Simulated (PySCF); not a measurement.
Ti(OEt)(H)3 (C₂H₈OTi), SMILES CC[O][TiH3], multiplicity 1.

The structure is a stationary point at PBE-D3(BJ)/def2-SVP. The spin state was assumed, not searched. The structure was generated by enumeration; whether it is a known compound was not checked. The values are those of a single conformer.

Method: ωB97X/def2-TZVP in PySCF.

Symmetry labels are those of the subgroup Cs that the program uses (full group Cs).

Problem. List the valence orbital energies around the gap with their symmetry. (The exact figures need the calculation; the answer reports its results.)

Solution. 
```
orbital  symmetry  energy (eV)
-------  --------  -----------
HOMO−7         A'       -15.10
HOMO−6         A'       -13.65
HOMO−5         A"       -13.58
HOMO−4         A'       -11.82
HOMO−3         A"       -11.64
HOMO−2         A'       -11.42
HOMO−1         A"       -10.75
HOMO           A'       -10.73
LUMO           A'         0.08
LUMO+1         A"         0.10
LUMO+2         A'         0.48
LUMO+3         A"         1.05
```
